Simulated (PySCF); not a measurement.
# NMR data sheet: C$_{2}$H$_{10}$F$_{3}$PSi$_{3}$

```
Formula                               : C2H10F3PSi3
SMILES                                : FC(F)(F)C[SiH2]P([SiH3])[SiH3]
Point group of the computed structure : C1
Carbon signals                        : 2
Proton signals                        : 3
```

Structure with atom numbers: `[F:1][C:2]([F:3])([F:4])[CH2:5][SiH2:6][P:7]([SiH3:8])[SiH3:9]` (H(Xn): hydrogen on atom n).

PySCF calculation with PBE0/pcSseg-1 with gauge-including orbitals and geometry from GFN2-xTB; non-relativistic Hamiltonian, no solvent model, equivalent nuclei averaged, one computed conformer.

Shifts are taken against calculated references (same method and geometry level): 1H (31.72 ppm) and 13C (186.93 ppm) and 29Si (349.16 ppm) vs TMS; CFCl3 for 19F (170.95 ppm); H3PO4 for 31P (318.38 ppm).

```tsv
carbon	δC, type	δH (multiplicity)	HMBC from (2–3 bonds)	span of the C tensor (ppm)
C2	136.3, C	–	H(Si6), H(C5)	17
C5	23.1, CH2	1.79 (m)	H(Si6)	50
```

Other nuclei:
| atoms | nucleus | environment | δ (ppm) | σ (ppm) |
| --- | --- | --- | --- | --- |
| H(Si6) | 1H | hydrogen on a silicon bonded to C, P | 4.59 | 27.13 |
| H(Si8)/H(Si9) | 1H | hydrogen on a silicon bonded to P | 4.12 | 27.59 |
| F1/F3/F4 | 19F | fluorine of a CF3 group | -72.2 | 243.2 |
| P7 | 31P | phosphorus bonded to 3 Si | -368.7 | 687.0 |
| Si6 | 29Si | silicon bonded to C, P, 2 H | -42.9 | 392.1 |
| Si8/Si9 | 29Si | silicon bonded to P, 3 H | -79.3 | 428.5 |

1. δC 136.3: CF3 carbon; 3 electronegative neighbours deshield it.
2. δC 23.1: sp3 CH2 bonded to Si.
3. δH 4.59: hydrogen on a silicon bonded to C, P.
4. δH 4.12: hydrogen on a silicon bonded to P.
5. δH 1.79: hydrogen on an sp3 CH2 bonded to Si.

Splittings by 19F and 31P in the carbon and heteronuclear signals aren't shown, as no couplings were computed. Shifts are as computed. Against solution values, carbons near 30 ppm lie about +3 ppm off and those near 130 ppm about +5 ppm. Of 1309 compounds with measured shifts, 239 miss one by over three times the rms of a fit or turn the order of signals round; such compounds aren't used in these exercises. Unscaled 19F shifts against computed CFCl3 carry errors that often reach 10 to 50 ppm. Experimental scales use liquid or dissolved standards, which lie at an offset from isolated H3PO4. No couplings were computed; multiplicities are counted from neighbouring protons, with m where these are inequivalent, close in shift, in a saturated or five-membered ring or joined by F or P, and br s for small geminal =CH2 splittings.
